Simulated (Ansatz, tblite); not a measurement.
Cost and result up the ladder for the cluster Ga₅F (6 atoms). Charge 0, multiplicity 1. Geometry: PBE-D4/def2-SVP.

```tsv
atom	x (Å)	y (Å)	z (Å)
Ga1	0.130	-1.131	0.939
Ga2	-0.413	-1.723	-1.421
Ga3	-1.977	0.269	-0.156
Ga4	1.756	0.036	-0.956
Ga5	0.097	1.895	-0.096
F6	0.406	0.652	1.690
```

Ansatz on 4 threads of Arm Neoverse V2 on a shared host; xTB runs through tblite on one thread. Times are rough, summed over both states, and most runs start from the orbitals of an earlier one. No level here is sound enough to serve as a yardstick. The other state is a triplet.

The xTB rows come from tblite. HOMO above LUMO, or a gap near zero within one spin, warns that the state may not be the lowest or that an electron is smeared out. The structure comes from a short search, and lower isomers may exist.

xTB has no spin-polarisation term.

```tsv
level	functions	vertical triplet (eV)	remarks
GFN2-xTB	49	0.54	–
PBE-D4/def2-TZVP (with forces)	271	0.98	gap within one spin near zero (triplet)
GFN1-xTB	49	0.57	–
PBE0-D4/def2-TZVP	271	0.93	restricted SCF unstable in HF (singlet)
```

Q: Estimate how long each takes.

A: GFN2-xTB 0.012 s; GFN1-xTB 0.013 s; PBE-D4/def2-TZVP (with forces) 33 s; PBE0-D4/def2-TZVP 1.9 min. On shared hardware such times vary by a factor of up to 3.
